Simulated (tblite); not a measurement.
Compound: C3H10O4Si2.
Bonds: C1–O2, O2–Si3, Si3–O4, O4–C5, C5–C6, C6–O7 (double), C6–O8, O8–Si9. Hydrogens: H10, H11, H12 on C1; H13, H14 on Si3; H15, H16 on C5; H17, H18, H19 on Si9.

Structure optimised with GFN2-xTB, isolated species.

Q: List the bond lengths, angles and torsions at this level.

A: 
```
                     bond  length (Å)
                    C1–O2       1.388
                   O2–Si3       1.619
                   Si3–O4       1.615
                    O4–C5       1.371
                    C5–C6       1.512
                    C6=O7       1.206
                    C6–O8       1.311
                   O8–Si9       1.680
   C1–H10, C1–H11, C1–H12       1.092
         Si3–H13, Si3–H14       1.464
           C5–H15, C5–H16       1.100
Si9–H17, Si9–H18, Si9–H19       1.457
```

Bonds in one row agree within 0.01 Å and their mean is given. A selection of angles:
```
    angle  degrees
C1–O2–Si3    125.4
O2–Si3–O4     96.0
Si3–O4–C5    131.3
 O4–C5–C6    116.8
 C5–C6–O7    122.5
 C5–C6–O8    115.3
 O7–C6–O8    122.2
C6–O8–Si9    118.9
```

Dihedral angles: C1–O2–Si3–O4 176° (antiperiplanar); O2–Si3–O4–C5 169° (antiperiplanar); Si3–O4–C5–C6 13° (synperiplanar); O4–C5–C6–O7 180° (antiperiplanar); C5–C6–O8–Si9 180° (antiperiplanar). The mirror-image conformer, all signs reversed, is as good.

The 3 O–Si bonds span 1.615 Å (Si3–O4, drawn single) to 1.680 Å (O8–Si9, drawn single), a spread of 0.065 Å. Si3 (oxygen-bound silicon) has angles from 96.0° to 114.6°. The 4 C–O bonds span 1.206 Å (C6=O7, drawn double) to 1.388 Å (C1–O2, drawn single), a spread of 0.182 Å. Of the pairs four or more bonds apart, Si3···O8 is among the closest relative to their van der Waals radii: 2.62 Å, 72 % of the sum of Bondi's values. Si9 (oxygen-bound silicon) is distorted tetrahedral (angles from 97.8° to 114.7°).

Point group: near Cs, missed by 0.29 Å at most; the miss may be what the optimiser left on a soft mode. Its lowest GFN2-xTB frequency is 8 cm⁻¹, too small to tell a flat minimum from a shallow saddle. The numbers are those of one conformer. 3 starts were optimised and ended at 0.00, 1.52 and 5.29 kcal/mol (GFN2-xTB); the lowest of these is shown.

Time: 7.7 s of wall time. Hardware: Intel Xeon at 2.50 GHz, one thread, no GPU, shared host. These figures are those of the optimisation.

These are computed values.
